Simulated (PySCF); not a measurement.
# Ge³⁺: ionisation energy

Ge³⁺ [Ar] 3d10 4s1 [4s1/2^1, M_J = 1/2] → Ge⁴⁺ [Ar] 3d10, as a difference of total energies. Computed with PySCF 2.14 in x2c-SVPall-2c, with the two-component X2C-1e Hamiltonian. Correlated levels: [Ne] frozen. "Screened" scales the spin-orbit matrix elements by Boettger's factors to mimic the two-electron term; Breit and QED terms are absent.

```tsv
method	ionisation energy (eV)
GHF (screened spin-orbit)	44.507
GMP2 (screened spin-orbit)	44.711
```

Q: How much does correlation contribute at GMP2 (screened spin-orbit)?

A: 44.711 − (44.507) = 0.204 eV, measured against GHF (screened spin-orbit).

Errors of the correlated levels include the incompleteness of this basis and the frozen core.

For comparison: 45.715 eV (measured; NIST Atomic Spectra Database, ionization energies).
